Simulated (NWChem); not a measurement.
BNH₃Cl; SMILES NBCl

All runs: NWChem. All runs use the structure optimised with PBE0/def2-SVP. One conformer.

Diagonal of the polarisability tensor at PBE0/def2-SVPD, static: 37.46, 47.74, 29.98 bohr³.

**Question.** Find the mean polarisability volume, the molar refraction, and the refractive index that an ideal gas of it would have at 273.15 K and 1 atm.

**Answer.** 
1. Mean: one third of the trace = 38.40 bohr³ × 0.14818 Å³/bohr³ = 5.69 Å³.
2. Molar refraction (Lorentz-Lorenz): (4π/3) N_A α = 14.4 cm³/mol.
3. Number density p/kT = 2.687 × 10⁻⁵ Å⁻³; n − 1 = 2π N α = 9.61 × 10⁻⁴.
4. These hold the electronic response alone: vibrational and orientational terms add to the static dielectric constant.
